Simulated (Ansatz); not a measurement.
iminoborane (SMILES B=N) moved off its minimum; all values from Ansatz (a quantum-chemistry and plane-wave program), cores frozen in correlated methods.
(charge 0, multiplicity 1)
```xyz
4

B      0.0014     0.0212    -0.6269
N     -0.0257    -0.0967     0.5247
H     -0.0113    -0.0007    -1.8324
H     -0.0381    -0.0048     1.5077
```

```csv
level,largest force (eV/Å),on atom,rms difference from CCSD(T)/aug-cc-pVTZ (eV/Å),dipole (D)
HF/def2-TZVPP,8.39,B1,0.720,0.36
PBE/def2-TZVPP,9.88,B1,0.233,0.45
r2SCAN/def2-TZVPP,9.49,B1,0.331,0.39
B3LYP/def2-TZVPP,9.30,B1,0.422,0.38
wB97M-V/def2-TZVPP,9.37,B1,0.396,0.38
MP2/aug-cc-pVTZ,10.49,B1,0.072,0.38
CCSD(T)/aug-cc-pVTZ,10.30,B1,0.000,0.37
```

The differences count from one level among others, with limits of its own. Forces at CCSD(T)/aug-cc-pVTZ (eV/Å):

```
atom      Fx      Fy       Fz
----  ------  ------  -------
B1     0.094   0.454  -10.286
N2    -0.156  -0.439    9.165
H3     0.066   0.170    0.868
H4    -0.004  -0.186    0.253
```
